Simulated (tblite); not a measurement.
3-chlorobenzaldehyde, C₇H₅ClO.
Numbering: `[O:1]=[CH:2][c:3]1[cH:4][cH:5][cH:6][c:7]([Cl:8])[cH:9]1` (hydrogens: H10 on C2; H11 on C4; H12 on C5; H13 on C6; H14 on C9)

Computed with GFN2-xTB (tblite), gas phase: Langevin dynamics at 300 K from the optimised GFN2-xTB geometry, time step 0.5 fs, friction 0.01 fs⁻¹, 2000 steps.

The start geometry, which sets the zero of energy:
```
atom  x, y, z in Å
O1      3.214    0.140   -0.144
C2      2.288   -0.596    0.072
C3      0.870   -0.207    0.020
C4      0.525    1.106   -0.298
C5     -0.804    1.481   -0.346
C6     -1.800    0.554   -0.080
C7     -1.453   -0.753    0.236
Cl8    -2.697   -1.906    0.567
C9     -0.127   -1.143    0.288
H10     2.450   -1.659    0.337
H11     1.317    1.811   -0.502
H12    -1.074    2.497   -0.592
H13    -2.840    0.838   -0.115
H14     0.131   -2.162    0.534
```

Question: These frames come from the run, each turned onto the start geometry. Order them by potential energy, lowest first.
A.
```
atom  x, y, z in Å
O1      3.234    0.049   -0.170
C2      2.293   -0.624    0.067
C3      0.865   -0.241   -0.037
C4      0.479    1.014   -0.338
C5     -0.891    1.459   -0.337
C6     -1.867    0.590   -0.031
C7     -1.395   -0.721    0.243
Cl8    -2.613   -1.843    0.620
C9     -0.085   -1.153    0.198
H10     2.499   -1.634    0.590
H11     1.232    1.839   -0.554
H12    -1.007    2.516   -0.472
H13    -2.935    0.883   -0.178
H14     0.191   -2.136    0.377
```
B.
```
atom  x, y, z in Å
O1      3.120    0.208   -0.354
C2      2.308   -0.577    0.010
C3      0.854   -0.227    0.107
C4      0.490    1.084   -0.243
C5     -0.820    1.508   -0.343
C6     -1.842    0.524   -0.186
C7     -1.507   -0.735    0.182
Cl8    -2.754   -1.775    0.639
C9     -0.120   -1.160    0.378
H10     2.612   -1.610    0.325
H11     1.418    1.715   -0.352
H12    -0.977    2.541   -0.477
H13    -2.903    0.722   -0.302
H14     0.120   -2.220    0.594
```
C.
```
atom  x, y, z in Å
O1      3.190   -0.165   -0.627
C2      2.281   -0.631    0.058
C3      0.851   -0.162    0.084
C4      0.525    1.163   -0.162
C5     -0.822    1.544   -0.271
C6     -1.803    0.521   -0.150
C7     -1.440   -0.761    0.184
Cl8    -2.653   -1.841    0.433
C9     -0.099   -1.115    0.324
H10     2.449   -1.538    0.730
H11     1.336    1.870   -0.440
H12    -1.161    2.552   -0.534
H13    -2.855    0.719   -0.152
H14     0.201   -2.155    0.501
```
D.
```
atom  x, y, z in Å
O1      3.236    0.091   -0.103
C2      2.257   -0.609    0.090
C3      0.872   -0.152    0.030
C4      0.578    1.160   -0.261
C5     -0.788    1.436   -0.401
C6     -1.808    0.534   -0.122
C7     -1.446   -0.749    0.219
Cl8    -2.725   -1.837    0.777
C9     -0.096   -1.150    0.206
H10     2.361   -1.677    0.292
H11     1.325    1.877   -0.313
H12    -1.108    2.475   -0.738
H13    -2.854    0.768   -0.086
H14     0.195   -2.167    0.388
```
E.
```
atom  x, y, z in Å
O1      3.059    0.057   -0.455
C2      2.265   -0.640    0.108
C3      0.900   -0.223    0.114
C4      0.613    1.123   -0.175
C5     -0.770    1.460   -0.245
C6     -1.823    0.568   -0.148
C7     -1.476   -0.752    0.248
Cl8    -2.719   -1.962    0.392
C9     -0.142   -1.099    0.359
H10     2.581   -1.613    0.315
H11     1.272    1.850   -0.470
H12    -1.071    2.441   -0.562
H13    -2.837    0.881   -0.232
H14     0.147   -2.090    0.729
```

Answer: D (0.321 eV), C (0.415 eV), B (0.489 eV), E (0.621 eV), A (0.715 eV).

In the order of the answer:

```json
{"t (fs)": "25", "E above start (eV)": "0.321", "largest force (eV/Å)": "2.90", "rms force component (eV/Å)": "0.838", "rms distance from start (Å)": "0.115", "rms bond change (Å)": "0.026", "bond most changed (Å)": "C5–H12 +0.059"}
{"t (fs)": "200", "E above start (eV)": "0.415", "largest force (eV/Å)": "2.52", "rms force component (eV/Å)": "0.878", "rms distance from start (Å)": "0.210", "rms bond change (Å)": "0.033", "bond most changed (Å)": "C7–Cl8 -0.085"}
{"t (fs)": "775", "E above start (eV)": "0.489", "largest force (eV/Å)": "3.22", "rms force component (eV/Å)": "0.901", "rms distance from start (Å)": "0.143", "rms bond change (Å)": "0.034", "bond most changed (Å)": "C7–C9 +0.081"}
{"t (fs)": "600", "E above start (eV)": "0.621", "largest force (eV/Å)": "4.05", "rms force component (eV/Å)": "1.057", "rms distance from start (Å)": "0.149", "rms bond change (Å)": "0.030", "bond most changed (Å)": "C2–H10 -0.064"}
{"t (fs)": "475", "E above start (eV)": "0.715", "largest force (eV/Å)": "4.19", "rms force component (eV/Å)": "1.220", "rms distance from start (Å)": "0.123", "rms bond change (Å)": "0.040", "bond most changed (Å)": "C4–H11 +0.059"}
```

What follows is the cost of the whole dynamics run. Time: 12 s; peak memory 0.18 GiB. Hardware: an Arm Neoverse V2 with one thread, no GPU, shared host with 32 logical CPUs at a one-minute load of 20.
